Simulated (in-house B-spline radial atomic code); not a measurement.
**Excitations of B+ by several methods**

Full response, energies in eV; labels give the largest channel, * marks a mixed state, a dash one above the method's threshold, and an imaginary frequency an unstable closed-shell reference. Computed with an all-electron radial atomic-structure program (B-spline basis): linear response of the closed shell [He] 2s2 with each method's own kernel (bare exchange for TDHF, static screening on G0W0 levels for BSE, the adiabatic kernel for functionals); non-relativistic, point nucleus, no spin-orbit coupling, no double excitations, S, P, D and F terms only.

```csv
method,2s → 2p 3P,2s → 2p 1P,2s → 3s 3S,α (bohr³)
TDHF,?,?,?,?
BSE on G0W0@HF,3.977,8.964,15.960,9.949
LDA VWN5,3.977,8.472,14.897,10.78
PBE,3.423,8.626,14.783,10.64
PBE0,3.279,8.574,15.019,10.77
B3LYP (VWN-RPA),3.370,8.447,14.956,10.85
CAM-B3LYP,3.367,8.432,14.972,10.89
LC-wPBE,?,?,?,?
wB97X,3.642,8.464,15.037,11.24
HSE06,3.247,8.561,15.070,10.79
BHandHLYP,3.122,8.390,15.085,11.01
BLYP,3.333,8.490,14.681,10.76
PBEsol,3.584,8.604,14.745,10.73
BP86,3.441,8.592,15.007,10.74
LDA exchange-only,2.757,8.512,13.784,10.95
B97-1,3.950,8.571,14.972,10.76
RPBE,3.428,8.684,14.717,10.65
OLYP,3.550,8.715,14.506,10.69
```

What does TDHF give?

2s → 2p 3P: 1.306; 2s → 2p 1P: 8.335; 2s → 3s 3S: 14.762; α: 11.38 (eV, bohr³).

What does LC-wPBE give?

2s → 2p 3P: 3.183; 2s → 2p 1P: 8.553; 2s → 3s 3S: 15.231; α: 10.79 (eV, bohr³).

How do the methods fare for 2s → 2p 3P against experiment?

The measured term average is 4.631 eV (NIST). Among the methods with a real root, errors run from -3.33 eV (TDHF) to -0.65 eV (BSE on G0W0@HF); BSE on G0W0@HF is closest (-0.65 eV).

How do the methods fare for 2s → 2p 1P against experiment?

The measured term average is 9.100 eV (NIST). Among the methods with a real root, errors run from -0.76 eV (TDHF) to -0.14 eV (BSE on G0W0@HF); BSE on G0W0@HF is closest (-0.14 eV).
